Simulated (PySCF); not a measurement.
PBE0 on Cr- (chromium, charge -1), [Ar] 3d5 4s2, high-spin 6S determinant. Computed with PySCF 2.14 in aug-cc-pwCVTZ, with the non-relativistic Hamiltonian (point nucleus).

```
cycle= 1 E= -1044.2594571968  delta_E= -0.0169  |g|= 0.0725  |ddm|= 1.21
cycle= 2 E= -1044.25732750405  delta_E= 0.00213  |g|= 0.131  |ddm|= 0.515
cycle= 3 E= -1044.26191388875  delta_E= -0.00459  |g|= 0.00658  |ddm|= 0.209
cycle= 4 E= -1044.26209077973  delta_E= -0.000177  |g|= 0.00507  |ddm|= 0.142
cycle= 5 E= -1044.26214489604  delta_E= -5.41e-05  |g|= 0.00192  |ddm|= 0.0893
cycle= 6 E= -1044.26215158064  delta_E= -6.68e-06  |g|= 0.000137  |ddm|= 0.0348
cycle= 7 E= -1044.2621516233  delta_E= -4.27e-08  |g|= 2.05e-05  |ddm|= 0.00176
cycle= 8 E= -1044.26215162447  delta_E= -1.17e-09  |g|= 5.47e-06  |ddm|= 0.000257
cycle= 9 E= -1044.26215162451  delta_E= -4.62e-11  |g|= 2.58e-07  |ddm|= 9.23e-05
converged SCF energy = -1044.26215162451  <S^2> = 8.8549604  2S+1 = 6.0348854
```

Highest occupied orbital energy: 0.789 eV; ⟨L²⟩ = 0.00; populations by l: s 8.00, p 12.00, d 5.00, f 0.00.

Can this result be used?

With care. Self-consistency was reached. ⟨S²⟩ = 8.85 against 8.75 shows spin contamination. At PBE0 the highest occupied level has a positive energy, so only the finite basis holds that electron; in a semilocal or global hybrid functional this comes from self-interaction and does not mean that the real anion is unbound.
